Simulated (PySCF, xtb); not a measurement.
CH7NOSi2, SMILES C1N[SiH2]O[SiH2]1.

GFN2-xTB (xtb) at its own geometry gives an orbital gap of 4.71 eV and a dipole moment of 1.79 D.

The structure is a stationary point at PBE0-D3(BJ)/def2-SVP. This is a generated structure with no PubChem entry under its InChIKey; it may be hypothetical. The values are those of a single conformer.

Task: What does PBE/def2-TZVP (PySCF) give? (Estimate from the structure and the level; the computed values follow.)

Result: gap 4.77 eV (levels -5.50 and -0.72 eV), dipole 2.09 D.
